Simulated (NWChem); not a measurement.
# TiH₄O₃; SMILES [OH][TiH]([OH])[OH]

```xyz
8

Ti     0.0000     0.0000    -0.2249
O      1.7129     0.0000     0.2200
H      2.3523    -0.6481     0.5280
O     -0.8565    -1.4834     0.2200
H     -1.7374    -1.7131     0.5280
O     -0.8565     1.4834     0.2200
H     -0.6149     2.3612     0.5280
H      0.0000     0.0000    -1.9157
```
Atoms are numbered in this order, from 1.

Computed with NWChem. Coordinates come from a PBE0/def2-SVP optimisation. Level M06-L/def2-SVP: energy and gradient on several grids; changes count from the extra-fine grid, which is no exact limit either.

```tsv
grid	size of the energy change (μHa)	largest change of a gradient component (μHa/bohr)	time, medium = 1 (rough)
xcoarse	10000	10000	about 1
coarse	500	1000	about 1
medium	50	400	about 1
fine	< 10	200	about 1
xfine	< 10	< 30	3
```
